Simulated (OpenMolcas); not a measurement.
# d3 ions of charge +4 down a group with 6 chloride ligands in octahedral coordination

```yaml
Program: OpenMolcas 26.06
Method: CASSCF
Spin-orbit_coupling: RASSI with atomic mean-field integrals over the reference wave functions
```

The d shell is active. Anionic complexes are neutralised by point charges behind the ligands. Distances were set from a Shannon-type radius of the metal (high-spin where two are listed) plus a fixed donor radius (Cl 1.76 Å). Ligand basis ANO-RCC-VTZP, DKH2 Hamiltonian. States (labels of O, the rotations of Oh). Energies in cm-1 above the lowest state or level, χT in cm3 K/mol. Spin-only χT is S(S+1) / 2 for the spin of the ground state.

| Ion | Shell | R (Å) | Metal basis | Outer charge (e at Å behind ligand) | Ground state | First state of that spin | First gap with spin-orbit (degeneracies) | χT at 300 K | First state of another spin | Spin-only χT |
| --- | --- | --- | --- | --- | --- | --- | --- | --- | --- | --- |
| Mn4+ | 3d3 | 2.29 | ANO-RCC-VTZP | 0.33 at 2.6 | 4A2 | 4T2 16259 | 16114 (4, 2) | 1.835 | 2E 21166 | 1.875 |
| Tc4+ | 4d3 | 2.41 | ANO-RCC-VTZP | 0.33 at 3.2 | 4A2 | 4T2 22516 | 14229 (4, 4) | 1.770 | 2E 14319 | 1.875 |

The rows also differ in their outer charges, so part of each step comes from that.

χT departs most from the spin-only value for Tc4+, by -0.105 cm3 K/mol.

Without dynamic correlation the repulsion within the d shell is too large (B by tens of per cent), so at a given field states of lower spin stand too high. Ligand-to-metal charge-transfer states are missing. With no ligand orbital active B as a rule stays too high, so bands that hang on it stand too high and its fall with covalency is understated. The least metal-like active orbital is 69 % on the metal (Löwdin) and no ligand orbital is active, so the numbers are rough (holds for Mn4+). With metal d orbitals alone and no dynamic correlation the field as a rule comes out too small, by tens of per cent, by up to half for chloride and softer ligands (holds for Mn4+). The least metal-like active orbital is 66 % on the metal (Löwdin) and no ligand orbital is active, so the numbers are rough (holds for Tc4+). With metal d orbitals alone the field can be off either way by tens of per cent (holds for Tc4+). No measured value stands beside these numbers; the geometry was imposed, not optimised, and the real ion may take another.
